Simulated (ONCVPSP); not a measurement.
# Which setting gave this result? (selenium, ONCV)

Base potential:

```
Element                 : Se (Z = 34)
Generator               : ONCVPSP 4.0.1
Type                    : optimised norm-conserving Vanderbilt (ONCV)
Functional              : PBE
Relativity              : scalar-relativistic
Frozen core             : [Ar] 3d10
Valence charge          : 6
Reference configuration : 4s2 4p4
Partial waves           : 4s: rc 1.40 bohr, ncon 4, nbas 8, qcut 4.3 1/bohr, 2 projectors, debl 2 Ha; 4p: rc 1.40 bohr, ncon 4, nbas 9, qcut 5.7 1/bohr, local
Local potential         : the p channel
Core correction         : none
```

Cutoffs, loose and tight: the cutoffs (Ha) at which the residual kinetic energy of the hardest occupied pseudo-wave falls to 1 and 0.1 mHa per electron. They do not see the model core or the augmentation charge, which bear on the density cutoff. Test errors are all-electron minus pseudo excitation energies from the reference, over the configurations 4s2 4p3; 4s2 4p2; 4s2 4p1; 4s2 4p3.5; variants that change the core or the reference have their own tests.

Only the scale of all radii (base = 1) is moved (2 further runs of the sweep failed or gave no value and are left out):

```json
{"scale of all radii (base = 1)": "0.91", "cutoff, loose": "64 Ha", "cutoff, tight": "162 Ha", "bound ghosts": "none", "largest test error (meV)": "-55"}
{"scale of all radii (base = 1)": "1.01", "cutoff, loose": "18 Ha", "cutoff, tight": "64 Ha", "bound ghosts": "none", "largest test error (meV)": "-54"}
{"scale of all radii (base = 1)": "1.1", "cutoff, loose": "18 Ha", "cutoff, tight": "63 Ha", "bound ghosts": "none", "largest test error (meV)": "-51"}
{"scale of all radii (base = 1)": "1.14", "cutoff, loose": "17 Ha", "cutoff, tight": "60 Ha", "bound ghosts": "none", "largest test error (meV)": "-50"}
{"scale of all radii (base = 1)": "1.3", "cutoff, loose": "10 Ha", "cutoff, tight": "44 Ha", "bound ghosts": "none", "largest test error (meV)": "-45"}
```

Q: One more run gave cutoff, loose: 12 Ha; cutoff, tight: 52 Ha; bound ghosts: none; largest test error (meV): -48. Which value of the scale of all radii (base = 1) was used?

A: 1.23. The tight cutoff moves one way along this sweep, from 162 Ha at 0.91 to 44 Ha at 1.3, which places the run between 1.14 and 1.3.
